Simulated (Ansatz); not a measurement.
Geometry optimisation, Ansatz 0.2.0, RKS PBE-D4/def2-SVP.

The input (input.yaml):

```yaml
crystal:
  periodic: [false, false, false]
  atoms:
    - { symbol: O, position_ang: [-0.41944, -0.56226, 0.0469] }
    - { symbol: Te, position_ang: [1.21967, 0.84357, 0.12051] }
    - { symbol: H, position_ang: [-0.7412, -0.85607, 0.92057] }
    - { symbol: H, position_ang: [-0.26076, -1.33925, -0.5227] }
    - { symbol: H, position_ang: [0.20173, 1.91401, -0.56528] }
total_charge: 1
basis:
  gaussian: { orbitals: def2-SVP }
hamiltonian:
  xc: pbe
  dispersion: d4
relax:
  f_tol: 0.015
  max_steps: 40
```

Launched with:

```bash
$ ansatz run input.yaml --threads 1 --pin off --max-ram 2048MiB --backend cpu --events-out ev --progress --plain --runs-dir out
```

Where does it end, and by what steps?

The run converged. After 4 steps the energy has fallen by 0.040 eV; H5 moved furthest, 0.06 Å.

```json
{"step": "0", "energy less start (eV)": "0.0000", "largest force component (eV/Å)": "0.797", "accepted": "yes"}
{"step": "1", "energy less start (eV)": "-0.0343", "largest force component (eV/Å)": "0.249", "accepted": "yes"}
{"step": "2", "energy less start (eV)": "-0.0398", "largest force component (eV/Å)": "0.020", "accepted": "yes"}
{"step": "3", "energy less start (eV)": "-0.0399", "largest force component (eV/Å)": "0.016", "accepted": "yes"}
{"step": "4", "energy less start (eV)": "-0.0399", "largest force component (eV/Å)": "0.004", "accepted": "yes"}
```

```xyz
5
Properties=species:S:1:pos:R:3
O -0.391 -0.584 0.064
Te 1.244 0.856 0.127
H -0.767 -0.879 0.926
H -0.286 -1.362 -0.530
H 0.201 1.969 -0.587
```

Whether the end is a true minimum wasn't checked by a vibrational analysis.

The run took 12 s on 1 thread of Intel(R) Xeon(R) Processor @ 2.50GHz (Skylake/Cascade Lake) (shared host), peak memory 0.12 GiB.
